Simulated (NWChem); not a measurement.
Molecule: C2H3Br; SMILES BrC=C

Computed with NWChem. This build's default masses of Se (78.918 u) and Br (79.917 u) are each other's, which moves their modes by up to 0.6 %. The level has its own optimisation; frequencies are unscaled. Brackets give each atom's bonded neighbours.

**Question.** Predict the results for Hartree-Fock/STO-3G. Quantities: r C–C (Å); r C–H [C(CHH)–H(C)] (Å); r Br–C (Å); r C–H [C(BrCH)–H(C)] (Å); highest harmonic frequency (cm⁻¹); lowest (cm⁻¹); zero-point energy (kcal/mol); dipole (D).

**Answer.** 
```
Quantity                           Result
---------------------------------  ------
r C–C (Å)                           1.309
r C–H [C(CHH)–H(C)] (Å)             1.082
r Br–C (Å)                          1.874
r C–H [C(BrCH)–H(C)] (Å)            1.085
highest harmonic frequency (cm⁻¹)    3810
lowest (cm⁻¹)                         395
zero-point energy (kcal/mol)         31.1
dipole (D)                           1.35
```
